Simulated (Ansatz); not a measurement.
C₆H₉B, SMILES `C=CB(C=C)C=C`. The species carries charge 0 and has multiplicity 1. Geometry: relaxed with PBE0-D4/def2-TZVP. It is one conformer, not always the lowest.

```xyz
16

C     1.541   -0.791    1.876
C     1.369   -0.436    0.600
B    -0.007   -0.073   -0.027
C    -0.078    0.475   -1.481
C     0.991    0.790   -2.217
C    -1.311   -0.256    0.800
C    -2.518    0.150    0.396
H     0.709   -0.858    2.570
H     2.519   -1.025    2.288
H     2.270   -0.397   -0.011
H    -1.047    0.636   -1.952
H     0.907    1.186   -3.225
H     2.002    0.671   -1.839
H    -1.270   -0.731    1.779
H    -2.668    0.638   -0.562
H    -3.409    0.021    1.004
```

Problem. What is the dipole moment at ωB97M-V/def2-TZVPP? (An estimate is asked.)

Solution. Ansatz gave: 0.10 D, with components (0.01, 0.09, 0.03) D in this frame, pointing from negative to positive charge.

Problem. And with PBE, r2SCAN, B3LYP? (An estimate is asked.)

Solution. Computed: PBE 0.10 D, r2SCAN 0.10 D, B3LYP 0.10 D.

Problem. Give the Mulliken charges with ωB97M-V, PBE, B3LYP in def2-TZVPP. (Estimate.)

Solution. Computed: 
```json
{"atom": "C1", "ωB97M-V": "-0.18", "PBE": "-0.14", "B3LYP": "-0.16"}
{"atom": "C2", "ωB97M-V": "-0.17", "PBE": "-0.14", "B3LYP": "-0.17"}
{"atom": "B3", "ωB97M-V": "0.20", "PBE": "0.11", "B3LYP": "0.17"}
{"atom": "C4", "ωB97M-V": "-0.17", "PBE": "-0.14", "B3LYP": "-0.17"}
{"atom": "C5", "ωB97M-V": "-0.18", "PBE": "-0.14", "B3LYP": "-0.16"}
{"atom": "C6", "ωB97M-V": "-0.17", "PBE": "-0.14", "B3LYP": "-0.17"}
{"atom": "C7", "ωB97M-V": "-0.18", "PBE": "-0.14", "B3LYP": "-0.16"}
{"atom": "H8", "ωB97M-V": "0.09", "PBE": "0.08", "B3LYP": "0.09"}
{"atom": "H9", "ωB97M-V": "0.11", "PBE": "0.10", "B3LYP": "0.11"}
{"atom": "H10", "ωB97M-V": "0.08", "PBE": "0.07", "B3LYP": "0.08"}
{"atom": "H11", "ωB97M-V": "0.08", "PBE": "0.07", "B3LYP": "0.08"}
{"atom": "H12", "ωB97M-V": "0.11", "PBE": "0.10", "B3LYP": "0.11"}
{"atom": "H13", "ωB97M-V": "0.09", "PBE": "0.08", "B3LYP": "0.09"}
{"atom": "H14", "ωB97M-V": "0.08", "PBE": "0.07", "B3LYP": "0.08"}
{"atom": "H15", "ωB97M-V": "0.09", "PBE": "0.08", "B3LYP": "0.09"}
{"atom": "H16", "ωB97M-V": "0.11", "PBE": "0.10", "B3LYP": "0.11"}
```

B3LYP here is the variant with VWN-RPA as its local correlation; programs differ in this.
